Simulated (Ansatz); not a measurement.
One change: `OB1CO1` becomes `[SiH3]B1CO1`.

Ansatz, PBE0-D4/def2-TZVP geometries, multiplicity 1. Each molecule was computed in one conformer, which needn't be the lowest.

```
                                                                                  property  `OB1CO1`
                                                     HOMO–LUMO gap (B3LYP/def2-TZVPP) / eV      7.91
                                                         HOMO energy (PBE/def2-TZVPP) / eV     -6.65
                                        size of the dipole moment (ωB97M-V/def2-TZVPP) / D      2.99
                                                   HOMO–LUMO gap (ωB97M-V/def2-TZVPP) / eV     12.16
                                                        LUMO energy (PBE0/def2-TZVPP) / eV      0.42
ideal-gas entropy at 298 K and 1 bar (rigid rotor, harmonic PBE0-D4/def2-TZVP) / J/(mol·K)       272
```

Give the same properties after the change, and the shifts. (An estimate is asked.)

Computed: 
| property | `[SiH3]B1CO1` | shift |
| --- | --- | --- |
| HOMO–LUMO gap (B3LYP/def2-TZVPP) / eV | 6.42 | -1.49 |
| HOMO energy (PBE/def2-TZVPP) / eV | -6.69 | -0.04 |
| size of the dipole moment (ωB97M-V/def2-TZVPP) / D | 1.17 | -1.82 |
| HOMO–LUMO gap (ωB97M-V/def2-TZVPP) / eV | 11.05 | -1.11 |
| LUMO energy (PBE0/def2-TZVPP) / eV | -1.14 | -1.56 |
| ideal-gas entropy at 298 K and 1 bar (rigid rotor, harmonic PBE0-D4/def2-TZVP) / J/(mol·K) | 314 | 42 |

With PBE0 the HOMO rises by 0.11 eV and the LUMO falls by 1.56 eV, so the gap narrows by about 1.67 eV. PBE moves the HOMO by -0.04 eV and ωB97M-V by 0.22 eV. The zero-point energy changes by 25.0 kJ/mol with +6 modes. Dipoles are sizes alone; their direction can turn.

B3LYP here is the variant with VWN-RPA as its local correlation; programs differ in this.
